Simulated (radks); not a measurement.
Problem. The gallium ion Ga3+, [Ar] 3d10. Method: non-relativistic Kohn-Sham, PBE, spin-polarised, spherical densities, point nucleus; computed with a radial shooting solver on a logarithmic mesh with Libxc functionals. Every spin shell is full or empty, so the densities are truly spherical. Functionals are evaluated on that one density, not self-consistently. Rank these orbital-free kinetic functionals by their error against the exact value of the orbitals, and give that value: Thomas-Fermi, TF + vW, TF + vW/9, TF + vW/5, LC94, revAPBEK, Pearson, PG1, DePristo-Kress.

Solution. Exact: 1921.22 hartree. From best to worst, with 100 (|E| - |E exact|)/|E exact| (equal figures are ties): LC94 -0.08, DePristo-Kress -0.17, revAPBEK +0.25, TF + vW/9 -0.83, Pearson -1.26, TF + vW/5 +3.51, Thomas-Fermi -6.26, PG1 +18.32, TF + vW +42.60.
